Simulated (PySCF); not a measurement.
Screening by computed properties: pick the candidate that meets the target.

Species are written as SMILES; each is one conformer at its optimised geometry, gas phase, non-relativistic unless stated; the electronic structure was computed with PySCF and density fitting.

The conformers computed, where there is a choice (atom-mapped SMILES and torsion angles):
- `[CH3:1][C:2]#[C:3][PH:4][c:5]1[cH:6][cH:7][cH:8][c:9]([F:10])[cH:11]1`: C3–P4–C5–C6 -46°
- `[CH3:1][CH2:2][NH:3][CH:4]=[O:5]`: C1–C2–N3–C4 115°, C2–N3–C4–O5 3°
- `[CH3:1][C:2](=[O:3])[O:4][C:5]([CH3:6])([CH3:7])[CH3:8]`: C1–C2–O4–C5 -179°, C2–O4–C5–C6 180°
- `[CH3:1][CH:2]([CH3:3])[O:4][Si@H:5]([OH:6])[C:7]#[C:8][SiH3:9]`: C1–C2–O4–Si5 -95°, C2–O4–Si5–O6 174°, H–O6–Si5–O4 -33°
- `[CH3:1][CH2:2][CH2:3][CH2:4][O:5][C:6]([CH3:7])=[O:8]`: C1–C2–C3–C4 65°, C2–C3–C4–O5 172°, C3–C4–O5–C6 85°, C4–O5–C6–C7 180°

**Question.** Wanted: dipole moment below 2 D (PBE0/pcSseg-1) and HOMO–LUMO gap above 7 eV (PBE0/pcSseg-1), at GFN2-xTB geometries. Which candidate meets both?
A. `[Si@@H](C#C[SiH3])(OC(C)C)O`
B. `CCNC=O`
C. `CC(C)(OC(C)=O)C`
D. `CC#CPc1cccc(F)c1`

**Answer.** C. Computed values:
| species | dipole moment | HOMO–LUMO gap |
| --- | --- | --- |
| CC(C)(OC(C)=O)C | 1.91 D | 8.14 eV |
| [Si@@H](C#C[SiH3])(OC(C)C)O | 2.10 D | 7.46 eV |
| CC#CPc1cccc(F)c1 | 2.67 D | 6.01 eV |
| CCNC=O | 3.96 D | 8.28 eV |

**Question.** Wanted: HOMO energy below -7.8 eV (PBE0/pcSseg-1) and smallest rotational constant below 2 GHz (GFN2-xTB), at GFN2-xTB geometries. Which candidate meets both?
A. `c1ccc(PC#CC)cc1F`
B. `O(C(C)=O)C(C)(C)C`
C. `CCCCOC(C)=O`
D. `CCNC=O`

**Answer.** C. Computed values:
```
          species  HOMO energy  smallest rotational constant
      CCCCOC(C)=O     -7.89 eV                     0.849 GHz
O(C(C)=O)C(C)(C)C     -7.65 eV                     1.310 GHz
           CCNC=O     -7.38 eV                     2.734 GHz
 c1ccc(PC#CC)cc1F     -6.71 eV                     0.409 GHz
```
